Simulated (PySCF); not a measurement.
C₃H₆BFO₂, SMILES C[C@]1(F)OCB1O. Atoms are numbered in the order given.

```xyz
13

C     -1.8033    -0.7292    -0.2365
C     -0.5092    -0.1507     0.2590
F     -0.3006    -0.6144     1.5573
O     -0.5199     1.2555     0.2560
C      0.8031     1.4752    -0.2979
B      0.8962    -0.0850    -0.5216
O      1.7611    -0.9099    -1.1148
H     -1.7850    -1.8271    -0.1858
H     -2.6252    -0.3606     0.3964
H     -1.9935    -0.4172    -1.2730
H      0.7651     2.1330    -1.1831
H      1.4881     1.9280     0.4407
H      1.5023    -1.8381    -1.0796
```
Charge 0, spin multiplicity 1.

Coordinates come from a PBE0-D3(BJ)/def2-SVP optimisation. The structure was generated by enumeration; whether it is a known compound was not checked. Other conformers were not sampled.

Calculation: B3LYP/pcSseg-1 in PySCF.

GIAO shieldings, no solvent; atoms listed in one row are averaged. δ = σ(ref) − σ: ¹³C against TMS (σ = 181.3 ppm); ¹⁹F against CFCl3 (σ = 161.7 ppm); ¹⁷O against H2O (σ = 333.8 ppm); ¹¹B against BF3 (σ = 86.3 ppm); ¹H against TMS (σ = 31.68 ppm), references at their B3LYP-D3(BJ)/def2-TZVP geometries, non-relativistic.

**Question.** Estimate the chemical shifts. (An estimate is asked for; the answer gives what the named calculation found.)

**Answer.** 
```csv
nucleus,atoms,count,δ (ppm)
¹³C,C2,1,129.0
¹³C,C5,1,73.8
¹³C,C1,1,23.6
¹⁹F,F3,1,-142.9
¹⁷O,O7,1,166.2
¹⁷O,O4,1,114.7
¹¹B,B6,1,38.6
¹H,H13,1,5.84
¹H,H12,1,4.75
¹H,H11,1,4.38
¹H,"H8, H9, H10",3,1.53
```
